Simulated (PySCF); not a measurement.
pentafluoroethane (C2HF5), singlet, geometry from GFN2-xTB; WB97X/STO-3G (PySCF).

Here is a job for PySCF.
```python
from pyscf import gto, scf, dft

mol = gto.Mole()
mol.atom = '''
    F     1.25114414   -1.24842303    0.51110385
    C     0.93138618   -0.16986459   -0.21865181
    F     1.58780086    0.88349242    0.28892634
    C    -0.59588152    0.07932181   -0.14177913
    F    -1.02306334    0.27591217    1.09732193
    F    -0.92197346    1.14980742   -0.86849803
    F    -1.25576722   -0.96397798   -0.64820994
    H     1.24370323   -0.32804223   -1.26321175
'''
mol.basis = 'sto-3g'
mol.verbose = 4
mol.build()

mf = dft.RKS(mol)
mf.xc = 'wb97x'
mf.kernel()
```

The log (banner, timings and long lists left out):

```
PySCF version 2.14.0

[INPUT] verbose = 4
[INPUT] num. atoms = 8
[INPUT] num. electrons = 58
[INPUT] charge = 0
[INPUT] spin (= nelec alpha-beta = 2S) = 0
[INPUT] symmetry False subgroup None
[INPUT] Mole.unit = angstrom
[INPUT] Symbol           X                Y                Z      unit          X                Y                Z       unit  Magmom
[INPUT]  1 F      1.251144140000  -1.248423030000   0.511103850000 AA    2.364319766954  -2.359177614300   0.965846297711 Bohr   0.0
[INPUT]  2 C      0.931386180000  -0.169864590000  -0.218651810000 AA    1.760064796405  -0.320997553362  -0.413192037540 Bohr   0.0
[INPUT]  3 F      1.587800860000   0.883492420000   0.288926340000 AA    3.000508765749   1.669558706929   0.545991652773 Bohr   0.0
[INPUT]  4 C     -0.595881520000   0.079321810000  -0.141779130000 AA   -1.126052875490   0.149896496605  -0.267923725879 Bohr   0.0
[INPUT]  5 F     -1.023063340000   0.275912170000   1.097321930000 AA   -1.933309520683   0.521398435734   2.073637918179 Bohr   0.0
[INPUT]  6 F     -0.921973460000   1.149807420000  -0.868498030000 AA   -1.742277333518   2.172821119793  -1.641223416424 Bohr   0.0
[INPUT]  7 F     -1.255767220000  -0.963977980000  -0.648209940000 AA   -2.373056122006  -1.821654372311  -1.224939257821 Bohr   0.0
[INPUT]  8 H      1.243703230000  -0.328042230000  -1.263211750000 AA    2.350258484937  -0.619909971992  -2.387124244833 Bohr   0.0

nuclear repulsion = 358.991590097924
number of shells = 22
number of NR pGTOs = 108
number of NR cGTOs = 36
basis = sto-3g
ecp = {}

******** <class 'pyscf.dft.rks.RKS'> ********
method = RKS
initial guess = minao
damping factor = 0
level_shift factor = 0
DIIS = <class 'pyscf.scf.diis.CDIIS'>
diis_start_cycle = 1
diis_space = 8
diis_damp = 0
SCF conv_tol = 1e-09
SCF conv_tol_grad = None
SCF max_cycles = 50
direct_scf = True
direct_scf_tol = 1e-13
XC library pyscf.dft.libxc version 7.1.2
    S. Lehtola, C. Steigemann, M. J. T. Oliveira, and M. A. L. Marques,  SoftwareX 7, 1–5 (2018)
XC functionals = wb97x
    J.-D. Chai and M. Head-Gordon,  J. Chem. Phys. 128, 084106 (2008)
radial grids:
    Treutler-Ahlrichs [JCP 102, 346 (1995); DOI:10.1063/1.469408] (M4) radial grids

becke partition: Becke, JCP 88, 2547 (1988); DOI:10.1063/1.454033
pruning grids: <function nwchem_prune>
grids dens level: 3
symmetrized grids: False
atomic radii adjust function: <function treutler_atomic_radii_adjust>
small_rho_cutoff = 0
Set gradient conv threshold to 3.16228e-05
Initial guess from minao.
tot grids = 109360
init E= -568.85844556772
  HOMO = -0.35466693453681  LUMO = 0.16958131549659  gap/eV = 14.26552
cycle= 1 E= -567.410818582849  delta_E= 1.45  |g|= 0.985  |ddm|=  3.7
  HOMO = -0.25806124336286  LUMO = 0.235154333608219  gap/eV = 13.42108
cycle= 2 E= -567.605562710381  delta_E= -0.195  |g|= 0.72  |ddm|=  2.2
  HOMO = -0.266405580422534  LUMO = 0.370021975006134  gap/eV = 17.31808
cycle= 3 E= -567.74405797533  delta_E= -0.138  |g|= 0.0254  |ddm|= 0.887
  HOMO = -0.27039830895953  LUMO = 0.371994412353709  gap/eV = 17.48040
cycle= 4 E= -567.744453008066  delta_E= -0.000395  |g|= 0.00811  |ddm|= 0.0689
  HOMO = -0.270389293175408  LUMO = 0.372426641137791  gap/eV = 17.49191
cycle= 5 E= -567.744481214616  delta_E= -2.82e-05  |g|= 0.00178  |ddm|= 0.0158
  HOMO = -0.270194182620406  LUMO = 0.372267766456566  gap/eV = 17.48228
cycle= 6 E= -567.744483197181  delta_E= -1.98e-06  |g|= 0.000282  |ddm|= 0.00479
  HOMO = -0.270236920447707  LUMO = 0.372244018773722  gap/eV = 17.48280
cycle= 7 E= -567.744483255826  delta_E= -5.86e-08  |g|= 4.63e-05  |ddm|= 0.000897
  HOMO = -0.270234125267789  LUMO = 0.372251651366725  gap/eV = 17.48293
cycle= 8 E= -567.744483256874  delta_E= -1.05e-09  |g|= 1.55e-05  |ddm|= 0.000107
  HOMO = -0.270233637554356  LUMO = 0.372252597568895  gap/eV = 17.48294
cycle= 9 E= -567.744483256988  delta_E= -1.14e-10  |g|= 1.88e-06  |ddm|= 3.29e-05
  HOMO = -0.270233991198421  LUMO = 0.372252380611963  gap/eV = 17.48294
Extra cycle  E= -567.744483256989  delta_E= -4.55e-13  |g|= 6.29e-07  |ddm|= 4.73e-06
converged SCF energy = -567.744483256989
```
